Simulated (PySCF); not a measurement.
**Polarisability and C₆ of Ag⁺ (silver, charge +1)**

[Kr] 4d10, closed-shell 1S. Computed with PySCF 2.14 in aug-cc-pVTZ-PP with one added diffuse shell each of s, p, d, f, g type with ECP28MDF (7s7p6d4f3g, 113 functions), with a scalar-relativistic core potential. Coupled (time-dependent) response in atomic units; α is the mean over directions.

```csv
method,mean α (bohr³),C₆ (like pair),S(−4)
UHF,8.799,51.20,22.03
PBE,10.94,65.58,41.72
PBE0,10.18,60.50,33.52
revPBE,10.95,65.57,41.95
```

S(−4) is the Cauchy moment in α(ω) = α(0) + S(−4) ω² + …

α(iu) at UHF:

```json
{"u (hartree)": "0", "α(iu) (bohr³)": "8.799"}
{"u (hartree)": "0.0500", "α(iu) (bohr³)": "8.745"}
{"u (hartree)": "0.100", "α(iu) (bohr³)": "8.589"}
{"u (hartree)": "0.200", "α(iu) (bohr³)": "8.051"}
{"u (hartree)": "0.300", "α(iu) (bohr³)": "7.372"}
{"u (hartree)": "0.500", "α(iu) (bohr³)": "6.063"}
{"u (hartree)": "0.750", "α(iu) (bohr³)": "4.804"}
{"u (hartree)": "1.00", "α(iu) (bohr³)": "3.892"}
{"u (hartree)": "1.50", "α(iu) (bohr³)": "2.690"}
{"u (hartree)": "2.00", "α(iu) (bohr³)": "1.956"}
{"u (hartree)": "3.00", "α(iu) (bohr³)": "1.151"}
{"u (hartree)": "5.00", "α(iu) (bohr³)": "0.5201"}
```

A single London oscillator, α(iu) = α/(1 + u²/ω²), gives C₆ = (3/4) ω α². Matching the computed C₆ needs ω = 4 × 51.20 / (3 × 8.799²) = 0.882 hartree.

For an ion, C₆ is the dispersion term alone; charge-induced terms of lower order in 1/R come first.

Energies and moments cover only the electrons outside the core potential.
